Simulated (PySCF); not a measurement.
CF3, SMILES F[C](F)F, multiplicity 2. Atoms are numbered in the order given.

```xyz
4

F     -1.0899    -0.6293    -0.0731
C      0.0000     0.0000     0.3291
F      1.0899    -0.6293    -0.0731
F      0.0000     1.2586    -0.0731
```
Charge 0, spin multiplicity 2.

Coordinates come from a r2SCAN-D4/def2-TZVP optimisation. The isomer is the one that the SMILES or the coordinates give; other isomers of the formula were not compared.

Two levels are set side by side: PBE/pcH-1 (PySCF) and B3LYP/pcH-1 (PySCF). Contact hyperfine couplings, same geometry. Differences are taken from unrounded values.

```json
[
 {"quantity": "A(iso) of 19F, atom F1 (MHz)", "B3LYP": "381.7"},
 {"quantity": "A(iso) of 13C, atom C2 (MHz)", "B3LYP": "761.0"},
 {"quantity": "A(iso) of 19F, atom F3 (MHz)", "B3LYP": "381.7"},
 {"quantity": "A(iso) of 19F, atom F4 (MHz)", "B3LYP": "381.7"}
]
```

Task: What does PBE give, and how far is it from B3LYP? (An estimate is asked for; the answer gives what the named calculation found.)

Result: 
```
quantity                        PBE  PBE minus B3LYP
----------------------------  -----  ---------------
A(iso) of 19F, atom F1 (MHz)  372.8             -8.8
A(iso) of 13C, atom C2 (MHz)  732.9            -28.1
A(iso) of 19F, atom F3 (MHz)  372.8             -8.8
A(iso) of 19F, atom F4 (MHz)  372.8             -8.8
```

Rough cost on one machine, each run with all the roots and properties that it gave: B3LYP against PBE within a factor of 2.
